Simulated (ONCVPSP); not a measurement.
# Scattering properties, ONCV potential for chromium

```json
{
  "Element": "chromium (Cr)",
  "Generator": "ONCVPSP 4.0.1",
  "Type": "optimised norm-conserving Vanderbilt (ONCV)",
  "Functional": "Wu-Cohen",
  "Relativity": "scalar-relativistic",
  "Frozen core": "[Ne]",
  "Valence charge": "14",
  "Reference configuration": "3s2 3p6 3d5 4p1",
  "Partial waves": "3s: rc 0.90 bohr, ncon 4, nbas 8, qcut 7.8 1/bohr, 2 projectors, debl 3.3 Ha; 3p+4p: rc 2.00 bohr, ncon 5, nbas 8, qcut 8.5 1/bohr, 2 projectors; 3d: rc 2.00 bohr, ncon 4, nbas 8, qcut 8.8 1/bohr, 1 projector",
  "Local potential": "polynomial inside 0.55 bohr (lpopt 5, dvloc0 0 Ha)",
  "Core correction": "Teter function fitted to the true core (icmod 2), fcfact 0.35"
}
```

The phase is arctan(r·R′/R) of the radial function R(r), unwrapped; energies in Ha, scanned from -4 to 5 Ha. A pole is an energy at which the radial function vanishes at the test radius. The pseudo phase is shifted by a multiple of π to meet the all-electron one at the reference energy, and phase errors are pseudo minus all-electron; the curves can meet again beyond the range given. Levels narrower than the energy grid can be missing from the lists of poles.

| channel | radius (bohr) | reference energy (Ha) | poles, all-electron | poles, pseudo | unbroken range about the reference energy with phases within 0.05 rad | phase error 1 Ha above the reference energy (rad) |
| --- | --- | --- | --- | --- | --- | --- |
| s | 0.91 | -2.76 | 3.79 | 3.78 | the whole range | -0.000 |
| p | 2.03 | -0.06 | -1.61, 3.29 | -1.61, 3.28 | the whole range | +0.000 |
| d | 2.03 | -0.16 | 0.14, 4.04 | 0.14, 4.05 | below 0.7 | +0.078 |

Note: no bound ghost flagged; GHOST(+) flagged for d at 120.3 eV, s at 251.7 eV.

Phases in the p channel:

```csv
E (Ha),all-electron,pseudo
-3.98,1.337,1.337
-3.50,1.310,1.310
-3.02,1.272,1.272
-2.54,1.199,1.199
-2.06,0.909,0.909
-1.58,-1.612,-1.612
-1.10,-1.865,-1.865
-0.62,-2.032,-2.032
-0.14,-2.320,-2.320
0.34,-3.025,-3.025
0.82,-3.929,-3.929
1.30,-4.326,-4.326
1.78,-4.497,-4.497
2.26,-4.592,-4.592
2.74,-4.656,-4.656
3.22,-4.706,-4.706
3.70,-4.751,-4.752
4.18,-4.798,-4.799
4.66,-4.854,-4.859
```
